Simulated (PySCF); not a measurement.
## A ladder of Hamiltonians for Kr²⁴⁺ (krypton, charge +24)

Occupied: 1s1/2, 2s1/2, 2p1/2, 2p3/2, 3s1/2. Hartree-Fock calculated with PySCF 2.14 in an uncontracted even-tempered set (17 s from 1.4 bohr⁻², ratio 2.7; 13 p from 1.7 bohr⁻², ratio 2.7), Gaussian nucleus throughout. NR is non-relativistic, sf-X2C the spin-free one-electron X2C Hamiltonian, X2C adds the bare one-electron spin-orbit term, X2C-SNSO screens it by Boettger's factors, DC is four-component Dirac-Coulomb, and the Gaunt and Breit terms are added at first order (total energies over the DC spinors, levels after relaxing the spinors in that mean field). QED terms are absent. Levels marked empty are virtual spinors of this ion; the basis has s and p functions only, so 3d, which can lie below the n = 4 levels, is absent.

```json
{"level (eV)": "1s1/2", "NR": "-15281.4", "sf-X2C": "-15537.3", "X2C": "-15536.9", "X2C-SNSO": "-15537.0"}
{"level (eV)": "2s1/2", "NR": "-2970.6", "sf-X2C": "-3035.0", "X2C": "-3034.9", "X2C-SNSO": "-3034.9"}
{"level (eV)": "2p1/2", "NR": "-2791.2", "sf-X2C": "-2809.2", "X2C": "-2849.8", "X2C-SNSO": "-2847.4"}
{"level (eV)": "2p3/2", "NR": "-2791.2", "sf-X2C": "-2809.2", "X2C": "-2789.9", "X2C-SNSO": "-2791.0"}
{"level (eV)": "3s1/2", "NR": "-1131.5", "sf-X2C": "-1149.4", "X2C": "-1149.4", "X2C-SNSO": "-1149.4"}
{"level (eV)": "3p1/2 (empty)", "NR": "-1034.5", "sf-X2C": "-1040.9", "X2C": "-1049.9", "X2C-SNSO": "-1049.4"}
{"level (eV)": "3p3/2 (empty)", "NR": "-1034.5", "sf-X2C": "-1040.9", "X2C": "-1036.6", "X2C-SNSO": "-1036.8"}
{"level (eV)": "4s1/2 (empty)", "NR": "-569.80", "sf-X2C": "-576.40", "X2C": "-576.39", "X2C-SNSO": "-576.39"}
```

Where do the four-component calculations put these levels?

1s1/2: DC -15545.9, DC+Gaunt -15523.0, DC+Breit -15524.4; 2s1/2: DC -3035.8, DC+Gaunt -3033.8, DC+Breit -3033.9; 2p1/2: DC -2847.7, DC+Gaunt -2844.1, DC+Breit -2844.5; 2p3/2: DC -2791.7, DC+Gaunt -2789.1, DC+Breit -2789.5; 3s1/2: DC -1149.6, DC+Gaunt -1149.1, DC+Breit -1149.2; 3p1/2 (empty): DC -1049.4, DC+Gaunt -1048.6, DC+Breit -1048.7; 3p3/2 (empty): DC -1036.9, DC+Gaunt -1036.4, DC+Breit -1036.5; 4s1/2 (empty): DC -576.46, DC+Gaunt -576.29, DC+Breit -576.31 (eV).

```json
{"Hamiltonian": "NR", "E (hartree)": "-2376.9444", "E − E(DC) (hartree)": "35.9610", "CPU seconds": "0.17"}
{"Hamiltonian": "sf-X2C", "E (hartree)": "-2412.2749", "E − E(DC) (hartree)": "0.6306", "CPU seconds": "0.09"}
{"Hamiltonian": "X2C", "E (hartree)": "-2412.4458", "E − E(DC) (hartree)": "0.4597", "CPU seconds": "0.12"}
{"Hamiltonian": "X2C-SNSO", "E (hartree)": "-2412.4271", "E − E(DC) (hartree)": "0.4784", "CPU seconds": "0.12"}
{"Hamiltonian": "DC", "E (hartree)": "-2412.9055", "E − E(DC) (hartree)": "0.0000", "CPU seconds": "5.7"}
{"Hamiltonian": "DC+Gaunt", "E (hartree)": "-2411.4916", "E − E(DC) (hartree)": "1.4139", "CPU seconds": "10"}
{"Hamiltonian": "DC+Breit", "E (hartree)": "-2411.6137", "E − E(DC) (hartree)": "1.2918", "CPU seconds": "32"}
```

Weight of the small component: 1s1/2 0.0171, 2s1/2 0.00354, 2p1/2 0.00348, 2p3/2 0.00340, 3s1/2 0.00122, 3p1/2 0.00117, 3p3/2 0.00115, 4s1/2 0.000551.

Koopmans' value for the highest occupied level at DC+Breit: 1149.2 eV, against an ionisation energy of 1155 ± 1.6 eV (semi-empirical (NIST evaluation); NIST Atomic Spectra Database, ionization energies); the former lacks relaxation, correlation, QED and recoil.

The whole ladder took 50 s of wall time on 1 thread of Intel(R) Xeon(R) 6975P-C (shared host), launched as `OMP_NUM_THREADS=1 python relrun2.py TASK.json OUT` (a driver that calls PySCF for each Hamiltonian).
